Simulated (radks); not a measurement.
Values are calculated unless marked as measured or tabulated.
Q: All-electron atom: O in [He] 2s1.75 2p4.25 (fractional occupations, a model configuration). Level of theory: Dirac Kohn-Sham, BLYP, spin-unpolarised, spherical densities, finite nucleus; open shells are shared between the two j in proportion to 2j + 1; Fermi nuclear charge, rms radius 2.6991 fm (a radial shooting solver on a logarithmic mesh with Libxc functionals). Some entries of the table are withheld. Estimate them.

orbital,occ.,eigenvalue (eV),<1/r> (bohr^-1)
1s1/2,2,-515.6044,7.637
2s1/2,1.75,(1),1.285
2p1/2,1.41667,-9.1513,(2)
2p3/2,2.83333,-9.1142,(3)

A: 
(1) 2s1/2 eigenvalue (eV): -23.9462
(2) 2p1/2 <1/r> (bohr^-1): 1.110
(3) 2p3/2 <1/r> (bohr^-1): 1.108
